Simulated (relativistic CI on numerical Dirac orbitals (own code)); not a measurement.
**What each ingredient does to the levels of Tb XII**

Base calculation: Dirac-Coulomb-Breit CI, KLI orbitals optimised for each configuration, a model potential for QED, unscaled Slater integrals.

Configurations in the expansion (outside the closed core [Kr] 4d10): 4f⁶5s², 4f⁵5s²5p, 4f⁷5s, 4f⁵5s²6s, 4f⁵5s²7s. Levels of other configurations are missing.

The lowest level and the first level of each name with at least 55 % of one term (blank where a level has no safe partner in the second run):

| Level | Base (cm⁻¹) | Shift (cm⁻¹) |
| --- | --- | --- |
| 4f⁶5s² ⁷F0 | 0.0 | 0.0 |
| 4f⁶5s² ⁷F1 | 569.6 | +46.9 |
| 4f⁶5s² ⁷F2 | 1563.1 | +97.2 |
| 4f⁶5s² ⁷F3 | 2834.8 | +128.2 |
| 4f⁶5s² ⁷F4 | 4276.2 | +132.9 |
| 4f⁶5s² ⁷F5 | 5811.3 | +110.4 |
| 4f⁶5s² ⁷F6 | 7384.9 | +60.0 |
| 4f⁶5s² ⁵D0 | 25799.7 | -2996.3 |
| 4f⁶5s² ⁵D1 | 28320.2 | -2858.6 |
| 4f⁶5s² ⁵D2 | 31965.3 | -2826.8 |
| 4f⁵5s²5p ⁷I3 | 34485.4 | -810.2 |
| 4f⁶5s² ⁵L6 | 36240.6 | -3504.9 |
| 4f⁶5s² ⁵D3 | 36284.7 | -2890.6 |
| 4f⁵5s²5p ⁷I4 | 37208.7 | -1048.2 |

At this charge transitions that keep the count of f electrons are usually good to a few per cent. Terms inside the open d or f shell come out 10 to 20 % too wide with unscaled integrals. Levels and lines within the n = 5 or 6 shells can be off by up to 10 % or somewhat more, and those that change n by about 2 %, since core polarisation is missing. Levels that differ in their count of f electrons can be misplaced by several ten thousand cm⁻¹, since the correlation energy of f electrons is missing or only estimated; rates across such gaps can be off by orders of magnitude.

One thing was changed in a second run, which moved the levels as shown. Which?
A. only the first configuration
B. valence Slater integrals scaled by 0.9
C. configuration mixing switched off
D. QED terms removed
E. only the first 3 configurations
F. Breit term removed

B. Valence Slater integrals scaled by 0.9. Scaling acts on the splittings between terms and on the mixing, and leaves the fine structure of pure LS terms nearly alone; in jj coupling it moves the levels of one term differently.

LS names give the leading component of a level, which can be under half, so a name can repeat, a term be missing and a line seem to break the LS rules.
